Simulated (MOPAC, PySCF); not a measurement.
H6O2Si3, SMILES `O[Si@@H]1O[SiH2][SiH2]1` (H–O–Si–Si torsion 179°), neutral singlet in the gas phase. 

Z-matrix (Å, degrees):
```
Si
O 1 1.6445
H 2 0.9612 1 119.16
O 1 1.6716 2 112.94 3 -79.23
Si 4 1.6810 1 109.81 2 -110.05
H 5 1.4816 4 110.19 1 -123.84
H 5 1.4819 6 108.69 4 121.60
H 1 1.4820 2 109.49 3 41.50
Si 1 2.3577 8 122.41 2 -134.89
H 9 1.4810 1 118.74 8 131.14
H 9 1.4827 10 110.23 1 138.00
```
Charge 0, multiplicity 1.

All levels are single points at this geometry (B3LYP-D3(BJ)/def2-TZVP); Pople sets use spherical d functions. Orbital energies aren't observables, and empty levels follow the basis.

HF/STO-3G in PySCF gives gap (eV) = 16.77.

Task: Estimate the gap (eV) from each of these levels: PBE-D3(BJ)/def2-TZVP in PySCF; ωB97X-D3(BJ)/def2-TZVP in PySCF; B3LYP/3-21G in PySCF; B3LYP/6-311+G** in PySCF; B3LYP/6-31G* in PySCF; B3LYP/LANL2DZ in PySCF; M06-2X/6-31G* in PySCF; HF/3-21G in PySCF; HF/6-31G* in PySCF; AM1 in MOPAC; PM6 in MOPAC; PM7 in MOPAC.

Result: 
| level | gap (eV) |
|---|---|
| PBE-D3(BJ)/def2-TZVP in PySCF | 4.79 |
| ωB97X-D3(BJ)/def2-TZVP in PySCF | 10.94 |
| B3LYP/3-21G in PySCF | 7.23 |
| B3LYP/6-311+G** in PySCF | 6.38 |
| B3LYP/6-31G* in PySCF | 6.73 |
| B3LYP/LANL2DZ in PySCF | 7.25 |
| M06-2X/6-31G* in PySCF | 8.80 |
| HF/3-21G in PySCF | 12.97 |
| HF/6-31G* in PySCF | 12.57 |
| AM1 in MOPAC | 8.62 |
| PM6 in MOPAC | 7.60 |
| PM7 in MOPAC | 9.35 |
